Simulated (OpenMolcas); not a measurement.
Ionisation energies of tungsten

```yaml
Program: OpenMolcas
Basis: ANO-RCC-VTZP [8s7p5d3f2g1h]
Scalar_Hamiltonian: DKH2, point nucleus
Spin-orbit_coupling: state interaction with AMFI integrals over the reference wave functions, term energies averaged over their components
```

Active shells in each charge state: the valence d shell, with orbitals averaged over the low states. Where CASPT2's correlated closed shells are named, they are those of the first ion.

A. CASSCF
B. SS-CASPT2, IPEA 0.25 Eh, imaginary shift 0.1 Eh (closed shells correlated: 5s 5p)
C. SS-CASPT2, IPEA 0.25 Eh, imaginary shift 0.1 Eh (closed shells correlated: none)
D. SS-CASPT2, IPEA 0 Eh, imaginary shift 0.1 Eh (closed shells correlated: 5s 5p)
E. SS-CASPT2, IPEA 0.25 Eh, imaginary shift 0.1 Eh (closed shells correlated: 4f 5s 5p)

Energies in eV between the lowest computed levels, named as in B; reference values from the NIST Atomic Spectra Database with their kind.

```json
{"From": "W2+ 5d⁴ ⁵D₀", "To": "W3+ 5d³ ⁴F_3/2", "A": "24.529", "B": "25.326", "C": "24.978", "D": "25.395", "E": "25.588", "Spin-orbit share in B": "-0.238", "Reference": "26.000 (semi-empirical)"}
{"From": "W3+ 5d³ ⁴F_3/2", "To": "W4+ 5d² ³F₂", "A": "36.721", "B": "37.367", "C": "36.957", "D": "37.433", "E": "37.681", "Spin-orbit share in B": "-0.298", "Reference": "38.200 (semi-empirical)"}
{"From": "W4+ 5d² ³F₂", "To": "W5+ 5d ²D_3/2", "A": "50.405", "B": "51.069", "C": "50.549", "D": "51.136", "E": "51.441", "Spin-orbit share in B": "+0.334", "Reference": "51.600 (semi-empirical)"}
{"From": "W5+ 5d ²D_3/2", "To": "W6+ 5p⁶ ¹S₀", "A": "63.656", "B": "64.242", "C": "63.656", "D": "64.290", "E": "64.654", "Spin-orbit share in B": "+0.664", "Reference": "64.770 (semi-empirical)"}
```

The lowest level within the active space need not be the ion's true ground level.
